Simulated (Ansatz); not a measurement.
Ideal-gas functions of FH4NSeSi (`N[SiH](F)[SeH]`) at 298.15 K and 1 bar, from an Ansatz frequency run at PBE0-D4/def2-TZVP.

Molar mass 144.08 g/mol, point group C1 (symmetry number 1), electronic degeneracy 1, moments of inertia 76.054, 269.736, 320.795 u Å². Harmonic wavenumbers (cm⁻¹, unscaled): 167, 173, 214, 263, 288, 358, 400, 617, 776, 819, 848, 907, 938, 1569, 2241, 2443, 3617, 3721.

Use S(trans) = R[1.5 ln M + 2.5 ln T − 1.1517]; rotational temperatures θ = 24.2544 K / I; S(rot) = R[ln(√π/σ · √(T³/θAθBθC)) + 1.5]; for each mode x = 1.438777 ν̃/T, S = R[x/(eˣ − 1) − ln(1 − e⁻ˣ)] and H = RT x/(eˣ − 1); 1 cm⁻¹ = 0.0119627 kJ/mol; R = 8.31446 J/(mol·K).

By hand: the entropy, in J/(mol·K).

Translation 170.8. Rotation: θ = 0.3189, 0.0899, 0.0756 K, giving 113.8. Vibration, mode by mode: 10.33, 10.05, 8.41, 6.87, 6.22, 4.73, 4.03, 1.76, 0.95, 0.80, 0.72, 0.57, 0.50, 0.04, 0.00, 0.00, 0.00, 0.00, in all 56.0. Electronic 0.0. Sum 340.6 J/(mol·K).

By hand: H − E and G − E in kJ/mol, counted from the electronic energy.

Zero-point energy ½ × 20359 × 0.0119627 = 121.8; thermal vibration 10.0; translation, rotation and pV give 4 RT = 9.9. H − E = 141.7 kJ/mol, and G − E = 141.7 − 298.15 × 340.6/1000 = 40.2 kJ/mol.

Vibration gives 16 % of the entropy. The sum counts one conformer and one mirror image; others add a mixing term.
